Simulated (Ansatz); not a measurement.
Relaxation of C2H8B2N2O (15 atoms, charge 0, multiplicity 1), to a largest force component of 0.02 eV/Å in at most 50 steps.

Theory: Ansatz 0.2.0, RKS PBE0/6-31G*.

```xyz
15
Properties=species:S:1:pos:R:3
N -1.206 -1.763 0.846
B -0.544 -0.689 -0.027
C 1.035 -0.630 -0.155
N 1.702 0.689 0.250
B 0.774 1.831 -0.302
O -0.673 1.837 0.043
C -1.248 0.665 -0.508
H -1.019 -2.637 0.408
H -0.799 -1.685 1.818
H 1.348 -0.838 -1.173
H 1.501 -1.433 0.507
H 1.622 0.751 1.315
H 1.119 2.516 -1.203
H 0.747 2.557 0.615
H -2.337 0.608 -0.182
```

**Question.** Where does it end, and by what steps?

**Answer.** It converged. After 17 steps the energy has fallen by 5.763 eV; H8 moved furthest, 1.10 Å. Joined: B2–N4 (2.65 → 1.66 Å).

```csv
step,energy less start (eV),largest force component (eV/Å),accepted
0,0.0000,6.792,yes
1,-2.6814,5.317,yes
2,-3.8001,4.765,yes
3,-4.3105,3.538,yes
4,-4.7317,1.911,yes
5,-5.0195,1.862,yes
6,-5.3442,1.801,yes
7,-5.4822,2.842,yes
8,-5.6013,1.350,yes
9,-5.6603,0.507,yes
10,-5.7032,0.479,yes
11,-5.6846,0.693,no
12,-5.7479,0.259,yes
13,-5.7553,0.405,yes
14,-5.7620,0.088,yes
15,-5.7621,0.062,yes
16,-5.7614,0.190,no
17,-5.7628,0.018,yes
```

```xyz
15
Properties=species:S:1:pos:R:3
N -0.898 -1.577 1.100
B -0.352 -0.544 0.239
C 0.999 -0.667 -0.570
N 1.013 0.382 0.460
B 0.733 1.840 0.032
O -0.737 1.745 -0.503
C -1.243 0.602 -0.376
H -0.351 -2.412 1.253
H -1.387 -1.312 1.942
H 1.161 -0.283 -1.576
H 1.635 -1.520 -0.334
H 1.597 0.208 1.267
H 1.400 2.198 -0.913
H 0.724 2.596 0.974
H -2.274 0.523 -0.743
```

Run time: 72 s on 2 threads of Intel(R) Xeon(R) Platinum 8375C CPU @ 2.90GHz (Ice Lake) (shared host), peak memory 0.33 GiB.
